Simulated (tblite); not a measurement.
Species: C2H3BF (doublet state).
Bonds: C1–C2 (double), C2–B3, B3–F4. Hydrogens: H5, H6 on C1; H7 on B3.
Bond orders are those of one Lewis drawing.

Computed with GFN2-xTB (tblite), gas phase: L-BFGS steps from a force-field or distance-geometry start until the largest atomic force falls under 0.01 eV/Å.

Step 12: E = -318.0911 eV
```
atom  x, y, z in Å  |  force x, y, z in eV/Å
C1      1.3101   -0.1377   -0.1593   -0.180   0.054   0.012
C2      0.1821    0.4989    0.0349    0.109  -0.199   0.031
B3     -1.2757    0.2345    0.3985   -0.022  -0.081  -0.046
F4     -2.1975    1.1774    0.5051    0.355  -0.142  -0.063
H5      2.2570    0.3422   -0.4155   -0.320  -0.019   0.089
H6      1.3905   -1.2326   -0.0858    0.014   0.184  -0.032
H7     -1.6631   -0.8780    0.5945    0.043   0.202   0.008
```

Step 13: E = -318.1007 eV
```
atom  x, y, z in Å  |  force x, y, z in eV/Å
C1      1.3144   -0.1399   -0.1601   -0.160  -0.010   0.010
C2      0.1737    0.4662    0.0387    0.116  -0.001   0.035
B3     -1.2826    0.2275    0.4050    0.060  -0.058  -0.112
F4     -2.1783    1.1935    0.4966    0.233  -0.108  -0.030
H5      2.2483    0.3630   -0.4143   -0.274  -0.027   0.082
H6      1.4106   -1.2316   -0.0925    0.070   0.107  -0.044
H7     -1.6829   -0.8737    0.5990   -0.044   0.097   0.060
```

Step 14: E = -318.1082 eV
```
atom  x, y, z in Å  |  force x, y, z in eV/Å
C1      1.3188   -0.1435   -0.1613   -0.098  -0.073   0.007
C2      0.1669    0.4317    0.0445    0.086   0.121   0.029
B3     -1.2896    0.2196    0.4080    0.094  -0.039  -0.123
F4     -2.1585    1.2082    0.4887    0.128  -0.038  -0.021
H5      2.2373    0.3843   -0.4124   -0.201   0.001   0.069
H6      1.4446   -1.2307   -0.1027    0.070   0.039  -0.050
H7     -1.7162   -0.8647    0.6077   -0.080  -0.011   0.088
```

Step 15: E = -318.1149 eV
```
atom  x, y, z in Å  |  force x, y, z in eV/Å
C1      1.3251   -0.1502   -0.1631   -0.027  -0.095   0.004
C2      0.1602    0.3884    0.0528    0.051   0.136   0.019
B3     -1.2988    0.2094    0.4095    0.064  -0.016  -0.090
F4     -2.1343    1.2279    0.4790    0.081  -0.015  -0.031
H5      2.2225    0.4132   -0.4099   -0.142   0.020   0.067
H6      1.4978   -1.2310   -0.1186    0.024   0.014  -0.058
H7     -1.7692   -0.8528    0.6227   -0.052  -0.045   0.090
```

Question: Estimate the geometry and energy of step 16. (The exact step hangs on the optimiser's Hessian estimate; all steps are aligned on step 15, rigid shifts and turns removed.)

Answer: E = -318.1185 eV, largest force 0.108 eV/Å
```
atom  x, y, z in Å  |  force x, y, z in eV/Å
C1      1.3286   -0.1570   -0.1643    0.046  -0.068  -0.004
C2      0.1563    0.3567    0.0597   -0.014   0.106   0.014
B3     -1.3045    0.2007    0.4089    0.017  -0.009  -0.040
F4     -2.1123    1.2425    0.4703    0.036  -0.004  -0.046
H5      2.2068    0.4359   -0.4060   -0.066   0.034   0.063
H6      1.5381   -1.2300   -0.1321   -0.014  -0.030  -0.067
H7     -1.8096   -0.8438    0.6359   -0.005  -0.029   0.079
```

The energy changes by -0.0036 eV. The first-order estimate −F·Δx gives -0.0054 eV and the mean of the old and new forces, exact on a quadratic surface, -0.0037 eV. The step makes an angle of 77° with the force vector and moves no atom by more than 0.043 Å.

What follows is the cost of the whole relaxation. Hardware: an Arm Neoverse V1 with one thread, no GPU, shared host with 32 logical CPUs at a one-minute load of 8.7. Cost: 0.11 s of wall time.
